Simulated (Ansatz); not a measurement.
Results of the Gaussian-basis code of Ansatz.

C$_{3}$H$_{8}$AlN, SMILES `C/C=C\[NH][AlH2]` at its PBE0-D4/def2-TZVP geometry, where that method's forces vanish. Charge 0, multiplicity 1.

| atom | x (Å) | y (Å) | z (Å) |
| --- | --- | --- | --- |
| C1 | 1.561 | 1.293 | 0.451 |
| C2 | 1.010 | 0.045 | 1.064 |
| C3 | -0.035 | -0.625 | 0.571 |
| N4 | -0.758 | -0.279 | -0.560 |
| Al5 | -2.159 | -1.120 | -1.276 |
| H6 | 2.413 | 1.670 | 1.016 |
| H7 | 0.818 | 2.100 | 0.417 |
| H8 | 1.905 | 1.132 | -0.578 |
| H9 | 1.479 | -0.345 | 1.958 |
| H10 | -0.382 | -1.526 | 1.070 |
| H11 | -0.408 | 0.563 | -0.997 |
| H12 | -2.667 | -2.431 | -0.555 |
| H13 | -2.776 | -0.475 | -2.581 |

Problem. For each bond, give half the difference of the two atoms' forces along it (eV/Å; positive pushes the atoms apart) under PBE-D4, r2SCAN-D4, B3LYP-D4, ωB97M-V in def2-TZVPP. (Estimate.)

Solution. The calculation gave: 
```csv
bond,length (Å),PBE-D4,r2SCAN-D4,B3LYP-D4,ωB97M-V
C1–C2,1.496,-0.16,0.02,0.18,0.30
C1–H6,1.090,0.10,-0.04,-0.08,-0.08
C1–H7,1.097,0.13,-0.01,-0.05,-0.10
C1–H8,1.097,0.13,-0.01,-0.05,-0.10
C2–C3,1.336,0.39,0.16,0.00,-0.26
C2–H9,1.083,0.03,-0.09,-0.13,-0.10
C3–N4,1.386,-0.04,0.11,0.22,0.44
C3–H10,1.087,-0.02,-0.10,-0.15,-0.12
N4–Al5,1.784,0.09,0.00,0.03,-0.03
N4–H11,1.011,0.24,0.02,-0.06,-0.12
Al5–H12,1.580,0.00,-0.04,-0.08,-0.11
Al5–H13,1.581,-0.01,-0.04,-0.10,-0.12
```

B3LYP here is the variant with VWN-RPA as its local correlation; programs differ in this.
